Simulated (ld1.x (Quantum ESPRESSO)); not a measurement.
## u(r) = r·R(r): atom against pseudo-atom (indium (In))

Columns: radius, all-electron u(r) and pseudo u(r) of the 5s shell (level -8.26 eV) of indium in the configuration [Kr] 4d10 5s2 5p1; PBEsol, scalar-relativistic, TM scheme, ld1.x (Quantum ESPRESSO) 7.5.

```
r (bohr)  all-electron  pseudo
   0.135       -0.0416  0.0160
   0.270        0.2078  0.0335
   0.405       -0.0087  0.0542
   0.540       -0.2507  0.0800
   0.675       -0.3251  0.1130
   0.810       -0.2521  0.1555
   0.945       -0.1009  0.2091
   1.080        0.0733  0.2744
   1.215        0.2383  0.3497
   1.350        0.3791  0.4305
   1.485        0.4912  0.5097
   1.620        0.5751  0.5797
   1.755        0.6336  0.6342
   1.890        0.6708  0.6708
   2.025        0.6903  0.6903
   2.160        0.6957  0.6957
   2.295        0.6900  0.6900
   2.430        0.6757  0.6757
   2.565        0.6550  0.6550
   2.700        0.6297  0.6297
   2.835        0.6011  0.6011
   2.970        0.5705  0.5705
   3.105        0.5387  0.5387
   3.240        0.5064  0.5064
   3.375        0.4742  0.4742
   3.510        0.4426  0.4426
```

Problem. How many radial nodes do the two functions have?

Solution. The all-electron 5s function has n − l − 1 = 4 (the table is too coarse to show those close to the nucleus); the pseudo-wave has 0, since the states of the same l below it are removed with the core.

Problem. At about which radius was the pseudo-wave matched?

Solution. 2.15 bohr. The columns agree to 0.0005 from 1.89 bohr on; several derivatives are matched, so the curves merge somewhat inside the radius.

Problem. Where does each function peak?

Solution. Outermost all-electron maximum near 2.16 bohr, pseudo maximum near 2.16 bohr (to the table’s step).

Problem. Is the pseudo-wave norm-conserving?

Solution. Yes: the TM scheme keeps the norm inside the radius equal to the all-electron one, which fixes the energy derivative of the logarithmic derivative at the level.
